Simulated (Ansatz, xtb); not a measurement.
Relative energy of two isomers of C2H7PSi2

Structure I: `C1=C[SiH2]P[SiH2]1`, a singlet. Structure II: `[SiH3]C#C[SiH2]P`, a singlet. Both are isolated molecules in the gas phase, relaxed with B3LYP-D3(BJ)/def2-SVP; the shapes shown needn't be the lowest conformers.

I (Å):

```xyz
12

C    -1.6069    0.9505    1.0209
C    -0.4653    1.2682    0.3782
P     0.6766   -0.5131    2.9397
Si    1.1799    0.5855    0.9995
Si   -1.5472   -0.1737    2.5346
H    -2.5677    1.3262    0.6402
H    -0.5054    1.9002   -0.5207
H     1.7612   -0.3588    0.0001
H     2.1834    1.6623    1.2461
H     0.7791    0.6855    3.7134
H    -2.2299   -1.4695    2.2468
H    -2.2136    0.4384    3.7216
```

II (Å):

```xyz
12

C     0.0983    1.6546    1.1348
C     0.0822    0.4822    1.4896
P    -2.2014   -1.8821    1.9672
Si    0.1278    3.4118    0.5993
Si   -0.0080   -1.2697    2.0299
H    -0.2540    3.4984   -0.8373
H     1.4984    3.9640    0.7843
H    -0.8376    4.1957    1.4186
H     0.7455   -2.1233    1.0695
H     0.6106   -1.3924    3.3800
H    -1.9742   -3.0828    2.7124
H    -2.5335   -1.1171    3.1284
```

Quicker runs give these differences E(II) − E(I): GFN2-xTB +0.959 eV; HF/STO-3G +1.578 eV (at GFN2-xTB geometries); r2SCAN-D4/def2-SVP +1.603 eV (at GFN2-xTB geometries).

**Question.** Estimate E(II) − E(I) at the level CCSD(T)/def2-SVP + ΔMP2/def2-TZVPP.

**Answer.** Calculated at CCSD(T)/def2-SVP + ΔMP2/def2-TZVPP: E(II) − E(I) = +1.346 eV, so structure I lies lower.

How the difference moves with the method:

```tsv
level	geometry	E(II) − E(I) (eV)	departure from the last row (eV)	job, with rough time for the two
GFN2-xTB	GFN2-xTB	+0.959	−0.386	optimisation, 0.31 s
HF/STO-3G	GFN2-xTB	+1.578	+0.233	single point, 0.74 s
r2SCAN-D4/def2-SVP	GFN2-xTB	+1.603	+0.257	single point, 3.6 s
B3LYP-D3(BJ)/def2-SVP	B3LYP-D3(BJ)/def2-SVP	+1.470	+0.124	optimisation, 43 s
HF/def2-SVP	B3LYP-D3(BJ)/def2-SVP	+1.143	−0.203	part of the CCSD(T) run
MP2/def2-SVP	B3LYP-D3(BJ)/def2-SVP	+1.288	−0.058	part of the CCSD(T) run
CCSD(T)/def2-SVP	B3LYP-D3(BJ)/def2-SVP	+1.313	−0.033	single point
CCSD(T)/def2-SVP + ΔMP2/def2-TZVPP	B3LYP-D3(BJ)/def2-SVP	+1.346		single point, 38 s
```

As drawn, II has 1 C≡C, 1 Si–H, 1 P–H in place of 1 C=C, 1 P–Si, 2 C–H. Structure I has a 5-membered ring, II no ring.

None of the levels shown reverses the order. The largest departure from CCSD(T)/def2-SVP + ΔMP2/def2-TZVPP is that of GFN2-xTB, 0.386 eV. A small imaginary or near-zero mode remains, so no thermal terms are given. The last row adds to CCSD(T) the change of the MP2 difference between the two basis sets, here +0.033 eV.

The correlated steps freeze 17 core orbitals. Programs: Ansatz 0.2.0, xtb 6.7.1; the last row on 2 threads of Intel(R) Xeon(R) Processor @ 2.70GHz on a shared host.
